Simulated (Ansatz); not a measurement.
An input meant for the cluster Li4 (charge 0, singlet).

```yaml
crystal:
  periodic: [false, false, false]
  atoms:
    - {symbol: Li, position_ang: [-1.793605, -2.096337, -0.019965]}
    - {symbol: Li, position_ang: [1.793067, 2.096619, 0.030328]}
    - {symbol: Li, position_ang: [1.006089, -0.860317, -0.044547]}
    - {symbol: Li, position_ang: [-1.005561, 0.860034, 0.034184]}
basis:
  gaussian: {orbitals: pcseg-2}
hamiltonian: {xc: {name: HF}}
correlation: {active_space: {window: {electrons: 6, orbitals: 2}}}
scf: {lower_state_search: full}
output: {forces: true}
```

```sh
$ ansatz run in.yaml --threads 4 --pin off --events-out ev --progress --plain --max-ram 3916MiB
```

Output, abridged:

```
Functional definition: HF
636 factors; integrals over basis functions are off by at most 1.1e-3 eV
mean field evaluation 1: about -809.4618 eV, gradient 3.5e0 eV
mean field evaluation 2: about -809.4681 eV, gradient 3.5e0 eV
mean field evaluation 4: about -809.6446 eV, gradient 2.1e-1 eV
mean field evaluation 8: about -809.6454 eV, gradient 1.3e-6 eV
mean field -809.64543324 eV, -29.7539208742 hartree, gradient 2.1e-6 eV, S^2 0.000000; 0 other end points of the search recorded, 0 dependent functions left out
reference -809.64543324 eV, -29.7539208742 hartree; 6, 6 occupied and 54, 54 virtual orbitals, 636 factors
Error: 6 electrons in 2 orbitals form no window around the highest filled level of the reference
```

(1) Something in this input is off. What?

Answers

(1) The active space doesn't fit the electrons. The run stopped with an error.
